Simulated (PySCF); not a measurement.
trans-(1S,2S)-1-ethenyl-2-fluorocyclopropane (C5H7F), SMILES C=C[C@@H]1C[C@@H]1F. Atoms are numbered in the order given.

```xyz
13

C      2.4470     0.3104     0.4796
C      1.2629    -0.0813     0.0041
C     -0.0295     0.1610     0.6698
C     -1.1062    -0.9159     0.6419
C     -1.2716     0.3184    -0.1583
F     -1.1506     0.2165    -1.5055
H      2.5340     0.8528     1.4263
H      3.3722     0.1027    -0.0630
H      1.2144    -0.6162    -0.9509
H      0.0219     0.7757     1.5743
H     -0.8672    -1.8244     0.0822
H     -1.7238    -1.0677     1.5305
H     -2.0116     1.0730     0.1280
```

The structure is a stationary point at PBE0-D3(BJ)/def2-SVP. Other conformers were not sampled.

Two levels are set side by side: PBE/pcSseg-1 (PySCF) and HF/pcSseg-1 (PySCF). GIAO shifts against CFCl3 (¹⁹F), TMS (¹H), TMS (¹³C) at the same level; non-relativistic, no solvent, atoms listed together averaged. Differences are taken from unrounded values.

| quantity | PBE |
|---|---|
| δ(¹³C) of C1 (ppm) | 121.3 |
| δ(¹³C) of C2 (ppm) | 145.1 |
| δ(¹³C) of C3 (ppm) | 29.4 |
| δ(¹³C) of C4 (ppm) | 19.3 |
| δ(¹³C) of C5 (ppm) | 79.3 |
| δ(¹⁹F) of F6 (ppm) | -267.1 |
| δ(¹H) of H9 (ppm) | 6.02 |
| δ(¹H) of H10 (ppm) | 1.55 |
| δ(¹H) of H11, H12 (ppm) | 1.13 |
| δ(¹H) of H13 (ppm) | 4.82 |

Task: These are the PBE values. What does HF give? (The exact figures need the calculation; the answer reports its results.)

Result: 
| quantity | HF | PBE minus HF |
|---|---|---|
| δ(¹³C) of C1 (ppm) | 123.1 | -1.8 |
| δ(¹³C) of C2 (ppm) | 146.4 | -1.3 |
| δ(¹³C) of C3 (ppm) | 18.0 | 11.4 |
| δ(¹³C) of C4 (ppm) | 12.4 | 6.9 |
| δ(¹³C) of C5 (ppm) | 63.6 | 15.7 |
| δ(¹⁹F) of F6 (ppm) | -213.7 | -53.4 |
| δ(¹H) of H9 (ppm) | 5.98 | 0.04 |
| δ(¹H) of H10 (ppm) | 1.38 | 0.17 |
| δ(¹H) of H11, H12 (ppm) | 1.10 | 0.02 |
| δ(¹H) of H13 (ppm) | 4.43 | 0.39 |

Rough cost on one machine, each run with all the roots and properties that it gave: HF against PBE within a factor of 2.
